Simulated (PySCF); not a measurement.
C₆H₄Cl, SMILES Clc1c[c]ccc1, multiplicity 2. Atoms are numbered in the order given.

```xyz
11

Cl    -0.0648     2.2231     0.0000
C      0.0244     0.4776     0.0000
C      1.2836    -0.1470     0.0000
C      1.2657    -1.5244     0.0000
C      0.1476    -2.3312     0.0000
C     -1.0926    -1.6697     0.0000
C     -1.1567    -0.2733     0.0000
H      2.2001     0.4464     0.0000
H      0.2061    -3.4223     0.0000
H     -2.0186    -2.2512     0.0000
H     -2.1181     0.2413     0.0000
```
Charge 0, spin multiplicity 2.

The structure is a stationary point at B3LYP-D3(BJ)/def2-SVP. The isomer is the one that the SMILES or the coordinates give; other isomers of the formula were not compared.

Level of theory: PySCF with B3LYP/pcH-1.

Unrestricted Kohn–Sham, ⟨S²⟩ = 0.758. Hyperfine tensors hold the contact and dipolar terms, without spin-orbit corrections.

Computed hyperfine couplings:
```json
[
 {"nucleus": "35Cl no. 1", "A(iso) (MHz)": "2.5", "A(iso) (G)": "0.9", "dipolar principal values (MHz)": "-3.8, -2.0, 5.7"},
 {"nucleus": "13C no. 2", "A(iso) (MHz)": "72.8", "A(iso) (G)": "26.0", "dipolar principal values (MHz)": "-5.5, -0.7, 6.1"},
 {"nucleus": "13C no. 3", "A(iso) (MHz)": "16.9", "A(iso) (G)": "6.0", "dipolar principal values (MHz)": "-13.6, -1.6, 15.2"},
 {"nucleus": "13C no. 4", "A(iso) (MHz)": "402.6", "A(iso) (G)": "143.7", "dipolar principal values (MHz)": "-79.8, -62.4, 142.2"},
 {"nucleus": "13C no. 5", "A(iso) (MHz)": "12.1", "A(iso) (G)": "4.3", "dipolar principal values (MHz)": "-14.1, -2.0, 16.1"},
 {"nucleus": "13C no. 6", "A(iso) (MHz)": "55.9", "A(iso) (G)": "20.0", "dipolar principal values (MHz)": "-6.3, -1.6, 7.9"},
 {"nucleus": "13C no. 7", "A(iso) (MHz)": "-7.3", "A(iso) (G)": "-2.6", "dipolar principal values (MHz)": "-6.7, 2.5, 4.2"},
 {"nucleus": "1H no. 8", "A(iso) (MHz)": "57.4", "A(iso) (G)": "20.5", "dipolar principal values (MHz)": "-6.5, -5.4, 11.9"},
 {"nucleus": "1H no. 9", "A(iso) (MHz)": "51.3", "A(iso) (G)": "18.3", "dipolar principal values (MHz)": "-6.6, -5.5, 12.1"},
 {"nucleus": "1H no. 10", "A(iso) (MHz)": "19.9", "A(iso) (G)": "7.1", "dipolar principal values (MHz)": "-2.9, -2.3, 5.2"},
 {"nucleus": "1H no. 11", "A(iso) (MHz)": "3.9", "A(iso) (G)": "1.4", "dipolar principal values (MHz)": "-1.5, 0.4, 1.1"}
]
```
